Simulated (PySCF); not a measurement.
# Electron correlation in Ag (silver, neutral)

[Kr] 4d10 5p1, 2P determinant (an excited configuration). All numbers are calculated (PySCF 2.14, the spin-free X2C one-electron Hamiltonian (Gaussian nucleus), in x2c-TZVPPall with one added diffuse shell each of s, p, d, f type (9s7p7d3f1g, 95 functions)). Frozen: [Ar] 3d10; 19 electrons correlated.

| level | correlation energy (mhartree) |
| --- | --- |
| CCSD | -620.40 |
| (T) | -18.31 |
| CCSD(T) | -638.71 |

Diagnostics: T1 = 0.020, D1 = 0.1115, largest double amplitude 0.024.

Cost of the coupled-cluster step: about 80 core-seconds, for 19 correlated electrons.

Iterations:

```
CC2 = 0
CCSD nocc = (np.int64(10), np.int64(9)), nmo = (81, 81)
frozen orbitals [[0, 1, 2, 3, 4, 5, 6, 7, 8, 9, 10, 11, 12, 13], [0, 1, 2, 3, 4, 5, 6, 7, 8, 9, 10, 11, 12, 13]]
max_cycle = 100
direct = 0
conv_tol = 1e-08
conv_tol_normt = 1e-06
diis_space = 8
diis_start_cycle = 0
Init t2, MP2 energy = -0.652892807364754
Init E_corr(UCCSD) = -0.65289280736545
cycle = 1  E_corr(UCCSD) = -0.60417606080028  dE = 0.0487167466  norm(t1,t2) = 0.0887156
cycle = 2  E_corr(UCCSD) = -0.621459057703842  dE = -0.0172829969  norm(t1,t2) = 0.0346336
cycle = 3  E_corr(UCCSD) = -0.619348432309742  dE = 0.00211062539  norm(t1,t2) = 0.0211022
cycle = 4  E_corr(UCCSD) = -0.620067136831703  dE = -0.000718704522  norm(t1,t2) = 0.012031
cycle = 5  E_corr(UCCSD) = -0.620516231335342  dE = -0.000449094504  norm(t1,t2) = 0.00137093
cycle = 6  E_corr(UCCSD) = -0.620418703307121  dE = 9.75280282e-05  norm(t1,t2) = 0.000614613
cycle = 7  E_corr(UCCSD) = -0.62038573616417  dE = 3.2967143e-05  norm(t1,t2) = 0.000260501
cycle = 8  E_corr(UCCSD) = -0.620401835660874  dE = -1.60994967e-05  norm(t1,t2) = 0.000155559
cycle = 9  E_corr(UCCSD) = -0.620408336744093  dE = -6.50108322e-06  norm(t1,t2) = 7.84502e-05
cycle = 10  E_corr(UCCSD) = -0.620403149993132  dE = 5.18675096e-06  norm(t1,t2) = 4.80551e-05
cycle = 11  E_corr(UCCSD) = -0.620402674452944  dE = 4.75540188e-07  norm(t1,t2) = 7.786e-05
cycle = 12  E_corr(UCCSD) = -0.620403459917667  dE = -7.85464724e-07  norm(t1,t2) = 5.31895e-05
cycle = 13  E_corr(UCCSD) = -0.620403708977576  dE = -2.49059909e-07  norm(t1,t2) = 1.23714e-05
cycle = 14  E_corr(UCCSD) = -0.620403720300464  dE = -1.13228882e-08  norm(t1,t2) = 6.31601e-06
cycle = 15  E_corr(UCCSD) = -0.6204038303439  dE = -1.10043436e-07  norm(t1,t2) = 2.83479e-06
cycle = 16  E_corr(UCCSD) = -0.620403757255069  dE = 7.30888304e-08  norm(t1,t2) = 1.248e-06
cycle = 17  E_corr(UCCSD) = -0.620403747525015  dE = 9.73005465e-09  norm(t1,t2) = 8.04405e-07
UCCSD converged
E(UCCSD) = -5313.319845476168  E_corr = -0.6204037475250148
UCCSD(T) correction = -0.0183117041748893
```

This basis was not built for core-valence correlation, so the inner-shell part is incomplete.
